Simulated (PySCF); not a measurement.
Species: `CC(C)(C)P1CCC1`. The columns A, B, C and D hold Mulliken, IAO, Hirshfeld and ESP-fitted charges (e) of one PBE0/pcSseg-1 density (PySCF), in a shuffled order. Coordinates in Å (GFN2-xTB); the density's dipole moment is (0.28, -0.46, -1.20) D.

```json
{"atom": "C1", "x": "-1.648", "y": "1.486", "z": "-0.264", "A": "-0.124", "B": "-0.416", "C": "-0.673", "D": "-0.158"}
{"atom": "C2", "x": "-0.994", "y": "0.124", "z": "-0.028", "A": "-0.012", "B": "-0.103", "C": "+0.942", "D": "-0.748"}
{"atom": "C3", "x": "-2.025", "y": "-0.855", "z": "0.537", "A": "-0.124", "B": "-0.416", "C": "-0.672", "D": "-0.158"}
{"atom": "C4", "x": "-0.441", "y": "-0.415", "z": "-1.342", "A": "-0.121", "B": "-0.413", "C": "-0.988", "D": "-0.149"}
{"atom": "P5", "x": "0.259", "y": "0.402", "z": "1.371", "A": "+0.142", "B": "+0.423", "C": "-0.593", "D": "+0.390"}
{"atom": "C6", "x": "1.413", "y": "-1.074", "z": "1.207", "A": "-0.118", "B": "-0.440", "C": "+0.450", "D": "-0.424"}
{"atom": "C7", "x": "2.395", "y": "-0.305", "z": "0.310", "A": "-0.072", "B": "-0.257", "C": "-0.456", "D": "-0.189"}
{"atom": "C8", "x": "1.759", "y": "1.085", "z": "0.467", "A": "-0.118", "B": "-0.440", "C": "+0.446", "D": "-0.423"}
{"atom": "H9", "x": "-2.060", "y": "1.876", "z": "0.666", "A": "+0.035", "B": "+0.142", "C": "+0.152", "D": "+0.121"}
{"atom": "H10", "x": "-0.921", "y": "2.204", "z": "-0.640", "A": "+0.036", "B": "+0.134", "C": "+0.178", "D": "+0.113"}
{"atom": "H11", "x": "-2.456", "y": "1.402", "z": "-0.990", "A": "+0.040", "B": "+0.135", "C": "+0.154", "D": "+0.112"}
{"atom": "H12", "x": "-1.569", "y": "-1.823", "z": "0.738", "A": "+0.036", "B": "+0.134", "C": "+0.179", "D": "+0.113"}
{"atom": "H13", "x": "-2.841", "y": "-1.001", "z": "-0.169", "A": "+0.040", "B": "+0.135", "C": "+0.154", "D": "+0.112"}
{"atom": "H14", "x": "-2.439", "y": "-0.475", "z": "1.469", "A": "+0.035", "B": "+0.142", "C": "+0.151", "D": "+0.121"}
{"atom": "H15", "x": "0.022", "y": "-1.391", "z": "-1.213", "A": "+0.037", "B": "+0.133", "C": "+0.264", "D": "+0.114"}
{"atom": "H16", "x": "0.286", "y": "0.264", "z": "-1.780", "A": "+0.037", "B": "+0.133", "C": "+0.265", "D": "+0.114"}
{"atom": "H17", "x": "-1.259", "y": "-0.528", "z": "-2.054", "A": "+0.039", "B": "+0.136", "C": "+0.196", "D": "+0.113"}
{"atom": "H18", "x": "1.839", "y": "-1.325", "z": "2.179", "A": "+0.035", "B": "+0.148", "C": "-0.023", "D": "+0.149"}
{"atom": "H19", "x": "0.985", "y": "-1.979", "z": "0.780", "A": "+0.034", "B": "+0.135", "C": "-0.130", "D": "+0.140"}
{"atom": "H20", "x": "3.429", "y": "-0.353", "z": "0.653", "A": "+0.036", "B": "+0.135", "C": "+0.076", "D": "+0.125"}
{"atom": "H21", "x": "2.368", "y": "-0.654", "z": "-0.721", "A": "+0.037", "B": "+0.137", "C": "+0.080", "D": "+0.122"}
{"atom": "H22", "x": "1.564", "y": "1.627", "z": "-0.456", "A": "+0.035", "B": "+0.135", "C": "-0.129", "D": "+0.140"}
{"atom": "H23", "x": "2.330", "y": "1.736", "z": "1.130", "A": "+0.035", "B": "+0.148", "C": "-0.023", "D": "+0.149"}
```

Which column most likely holds the ESP-fitted charges?

C. Σ q r misses the density's dipole by 0.04 D (C), 1.72 D (A), 1.82 D (D), 2.63 D (B). Charges fitted to the outside potential are the only set here that is tied to the molecule's multipoles.

And the Hirshfeld charges?

A. The mean sizes are 0.060 e (A), 0.196 e (D), 0.216 e (B), 0.321 e (C), and Hirshfeld charges are commonly the smallest of these schemes.

As computed, A = Hirshfeld, B = IAO, C = ESP-fitted, D = Mulliken. Hydrogens on carbon: Hirshfeld +0.03 to +0.04, IAO +0.13 to +0.15, ESP-fitted -0.13 to +0.26, Mulliken +0.11 to +0.15 e.

The ESP scheme fits charges at the nuclei, held to the total charge, to the electrostatic potential on points at 1.4 to 2.0 times the van der Waals radii. The Mulliken scheme counts on each atom the diagonal of the density matrix times the overlap matrix over that atom's basis functions.

The structure is a single GFN2-xTB conformer in the gas phase; no vibrational or solvent corrections.

Shape of the structure used: `[CH3:1][C:2]([CH3:3])([CH3:4])[P:5]1[CH2:6][CH2:7][CH2:8]1`: C1–C2–P5–C6 -161°.
